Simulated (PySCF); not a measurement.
## Ionisation energy of Pb+ by level of theory

Pb+ [Xe] 4f14 5d10 6s2 6p1 (2P) → Pb(2+) [Xe] 4f14 5d10 6s2 (1S), as a difference of total energies. Calculation: PySCF 2.14, in def2-QZVPPD with the def2 core potential (60 electrons); scalar relativity through the core potential. Correlated levels: valence and next inner shell: nothing frozen outside the core potential. The calculations carry no spin-orbit coupling.

| method | ionisation energy (eV) | error (eV) |
| --- | --- | --- |
| UHF | 13.211 | -0.658 |
| MP2 (valence and next inner shell) | 13.626 | -0.243 |
| SCS-MP2 (valence and next inner shell) | 13.539 | -0.330 |
| CCSD (valence and next inner shell) | 13.636 | -0.233 |
| CCSD(T) (valence and next inner shell) | 13.665 | -0.204 |

Reference: 13.869 eV (measured; NIST levels, between the centres of gravity of the two terms).

Errors of the correlated levels include the incompleteness of this basis.
